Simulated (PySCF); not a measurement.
Compound: C6H11F3.
Z-matrix (Å and degrees, GFN2-xTB geometry), rows numbered from 1:
```
C 
C   1  1.5282
C   2  1.5273  1  110.04
C   2  1.5451  1  109.97  3   125.62
C   4  1.5281  2  114.86  1   -77.93
C   4  1.5235  2  111.46  1   158.17
F   6  1.3441  4  112.71  2   -52.72
F   6  1.3411  4  114.17  2    68.54
F   6  1.3458  4  111.41  2  -171.56
H   1  1.0867  2  109.88  3    57.59
H   1  1.0870  2  110.88  3   -61.97
H   1  1.0873  2  110.98  3   177.27
H   2  1.0959  1  107.76  3  -117.84
H   3  1.0873  2  109.28  1   -61.75
H   3  1.0868  2  110.94  1    57.29
H   3  1.0859  2  111.55  1   178.85
H   4  1.0968  2  107.77  1    43.85
H   5  1.0869  4  110.77  2   -67.37
H   5  1.0856  4  110.22  2    53.44
H   5  1.0879  4  109.97  2   172.91
```

Computed, not measured: PBE0/pcSseg-1 in PySCF (dipole) on a GFN2-xTB geometry, gas phase.

Masses are those of the commonest isotopes; rigid-rotor values at the optimised geometry. The values belong to one conformer with, in the numbering `[CH3:1][CH:2]([CH3:3])[C@H:4]([CH3:5])[C:6]([F:7])([F:8])[F:9]`, C1–C2–C4–C5 -78°.

Task: Give the principal moments of inertia and the rotational constants in MHz.

Result: Ia = 211.82, Ib = 448.71, Ic = 467.66 u·Å²; 505379 MHz·u·Å²/I gives A = 2386, B = 1126, C = 1081 MHz.

Task: Classify the top.

Result: A near-prolate asymmetric top. Ray's parameter κ = (2B − A − C)/(A − C) = -0.930; −1 is the prolate and +1 the oblate limit.

Task: What does the inertial defect say?

Result: Not planar: Δ = Ic − Ia − Ib = -192.87 u·Å². For a rigid frame Δ = −2 Σ m c², so Σ m c² = 96.43 u·Å² lies off the ab plane: 18.44 from hydrogen and 77.99 from heavier atoms. The atom farthest from that plane is 2.06 Å away.

Task: Where do the levels up to J = 3 lie, in MHz?

Result: Above 0(0,0):
J = 1: 1(0,1) 2207, 1(1,1) 3467, 1(1,0) 3512
J = 2: 2(0,2) 6620, 2(1,2) 7835, 2(1,1) 7972, 2(2,1) 11751, 2(2,0) 11752
J = 3: 3(0,3) 13236, 3(1,3) 14386, 3(1,2) 14660, 3(2,2) 18372, 3(2,1) 18378, 3(3,1) 24785, 3(3,0) 24785

Task: Predict some low-J microwave lines.

Result: The dipole components are |μa| = 2.24 D, |μb| = 0.86 D, |μc| = 0.32 D. The squared components, which scale the intensities, stand as 1.00 : 0.15 : 0.02 (a : b : c). Some lines, for components of 0.1 D or more:

```tsv
type	branch	J(Ka,Kc)	MHz	lower level (cm⁻¹)
b	Q	1(1,0) ← 1(0,1)	1305	0.074
b	Q	3(1,2) ← 3(0,3)	1425	0.441
b	R	2(0,2) ← 1(1,1)	3153	0.116
b	R	1(1,1) ← 0(0,0)	3467	0.000
c	R	1(1,0) ← 0(0,0)	3512	0.000
b	Q	3(2,1) ← 3(1,2)	3717	0.489
b	Q	2(2,1) ← 2(1,2)	3916	0.261
b	Q	3(2,2) ← 3(1,3)	3985	0.480
a	R	2(1,1) ← 1(1,0)	4460	0.117
b	R	2(1,2) ← 1(0,1)	5628	0.074
a	R	3(2,1) ← 2(2,0)	6626	0.392
b	R	2(2,0) ← 1(1,1)	8285	0.116
b	R	3(2,1) ← 2(1,2)	10543	0.261
```

Task: Estimate the classical rotational partition function at 10 K, 25 K and 50 K.

Result: Point group C1, symmetry number σ = 1; q = (√π/σ)·√((kT/h)³/(ABC)), k/h = 20836.6 MHz/K: 3130 at 10 K, 12400 at 25 K, 35000 at 50 K.

No frequency check. No vibrational averaging or centrifugal distortion is included, and the geometry carries the error of its method. A rigid rotor knows nothing of internal rotation, which can split or shift real lines.

The run took 36 s on Arm Neoverse V2, one thread (shared host). This is the PBE0/pcSseg-1 job that gave the dipole, with the shieldings it also computed.
